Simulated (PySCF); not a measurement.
**Assigning NMR signals**

Molfile (atoms numbered from 1):
```
C5H8ClF3Si
     RDKit          3D

 18 18  0  0  0  0  0  0  0  0999 V2000
    3.4392    0.8122    0.2161 F   0  0  0  0  0  0  0  0  0  0  0  0
    2.0965    0.7513    0.3005 C   0  0  0  0  0  0  0  0  0  0  0  0
    1.8061    0.7436    1.6174 F   0  0  0  0  0  0  0  0  0  0  0  0
    1.6399    1.9285   -0.1730 F   0  0  0  0  0  0  0  0  0  0  0  0
    1.3868   -0.7980   -0.6576 Si  0  0  0  0  0  4  0  0  0  0  0  0
   -0.5103   -0.8020   -0.4847 C   0  0  0  0  0  0  0  0  0  0  0  0
   -1.0019   -2.2664   -1.4092 Cl  0  0  0  0  0  0  0  0  0  0  0  0
   -1.1097   -0.7168    0.9279 C   0  0  0  0  0  0  0  0  0  0  0  0
   -1.5409    0.7248    0.6227 C   0  0  0  0  0  0  0  0  0  0  0  0
   -1.2766    0.4737   -0.8688 C   0  0  0  0  0  0  0  0  0  0  0  0
    1.7847   -0.5828   -2.0448 H   0  0  0  0  0  0  0  0  0  0  0  0
    1.9770   -1.9485    0.0189 H   0  0  0  0  0  0  0  0  0  0  0  0
   -0.4190   -0.8561    1.7572 H   0  0  0  0  0  0  0  0  0  0  0  0
   -1.9555   -1.3892    1.0528 H   0  0  0  0  0  0  0  0  0  0  0  0
   -0.8651    1.4619    1.0485 H   0  0  0  0  0  0  0  0  0  0  0  0
   -2.5628    0.9820    0.8885 H   0  0  0  0  0  0  0  0  0  0  0  0
   -0.7108    1.2356   -1.4012 H   0  0  0  0  0  0  0  0  0  0  0  0
   -2.1863    0.2523   -1.4228 H   0  0  0  0  0  0  0  0  0  0  0  0
  1  2  1  0
  2  3  1  0
  2  4  1  0
  2  5  1  0
  5  6  1  0
  6  7  1  0
  6  8  1  0
  8  9  1  0
  9 10  1  0
 10  6  1  0
  5 11  1  0
  5 12  1  0
  8 13  1  0
  8 14  1  0
  9 15  1  0
  9 16  1  0
 10 17  1  0
 10 18  1  0
M  END
```

Computational details: shieldings: GIAO PBE0/pcSseg-1, structure optimised with GFN2-xTB, in PySCF (gas phase, non-relativistic, a single conformation, averaged over atoms made equivalent by symmetry, fast rotation or ring inversion).

Chemical shifts δ = σref − σ; TMS for ¹³C and ¹H, all at this level.

(1) Assign these signals to the numbered atoms. ¹³C{¹H} NMR (computed): δ 138.7 (C), 53.6 (C), 38.7 (CH2), 15.2 (CH2).

(2) Assign these signals to the numbered atoms. ¹H NMR (400 MHz, computed): δ 4.26 (m, 2H), 2.86 (m, 2H), 2.75 (m, 2H), 2.09 (m, 1H), 2.08 (m, 1H).

Results:

(1) 
| δ (ppm) | atoms | environment | reason |
| --- | --- | --- | --- |
| 138.7 | C2 | CF3 carbon | 3 electronegative neighbours deshield it |
| 53.6 | C6 | fully substituted sp3 carbon bonded to Cl and Si | the inductive effect lowers its shielding |
| 38.7 | C8/C10 | sp3 CH2 in a ring | a saturated carbon with 2 carbon neighbours and no heteroatom attached |
| 15.2 | C9 | sp3 CH2 in a ring | – |

(2) 
| δ (ppm) | atoms | environment | reason |
| --- | --- | --- | --- |
| 4.26 | H11/H12 | hydrogen on a silicon bonded to 2 C | – |
| 2.86 | H13/H17 | hydrogen on an sp3 CH2 in a ring | – |
| 2.75 | H14/H18 | hydrogen on an sp3 CH2 in a ring | – |
| 2.09 | H15 | hydrogen on an sp3 CH2 in a ring | – |
| 2.08 | H16 | hydrogen on an sp3 CH2 in a ring | – |

H13/H17 and H14/H18; H15 and H16 lie closer than the usual error of such a calculation, so a measured spectrum could show them in the other order.

Carbons that carry Cl, above all several Cl atoms, come out too deshielded, partly because spin–orbit coupling is missing. Splittings by ¹⁹F in the carbon and heteronuclear signals aren't shown, as no couplings were computed. Shifts are as computed. Against solution values, carbons near 30 ppm lie about +3 ppm off and those near 130 ppm about +5 ppm; carbons on Cl a further +6 ppm. Of 1309 compounds with measured shifts, 239 miss one by over three times the rms of a fit or turn the order of signals round; such compounds aren't used in these exercises. No couplings were computed; multiplicities are counted from neighbouring protons, with m where these are inequivalent, close in shift, in a saturated or five-membered ring or joined by F or P, and br s for small geminal =CH2 splittings.
